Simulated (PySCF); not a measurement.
These are ωB97X-D3(BJ)/def2-TZVP // PBE0-D3(BJ)/def2-SVP (PySCF) values and carry that method's errors. Gas-phase values, no solvent. Delta-SCF ions had no search for a lower state. 

Reference species: [Ga(H)3(NH3)] (neutral, multiplicity 1).

* **vertical ionisation energy (Delta-SCF)**: 10.18 eV
* **HOMO–LUMO gap**: 11.53 eV
* **S1 oscillator strength**: 0.009

After one change: the vertical ionisation energy (Delta-SCF) increases by 0.79 eV; the HOMO–LUMO gap falls by 0.42 eV; the S1 oscillator strength stays essentially unchanged.

Q: What was changed between the two runs? The new species is one of these.
A. [Ga(H)3(CO)]
B. [Ga(H)3(CH3CN)]
C. [Ga(H)3(CH3OH)]
D. [Ga(H)3(NCH)]

A: A, [Ga(H)3(CO)]
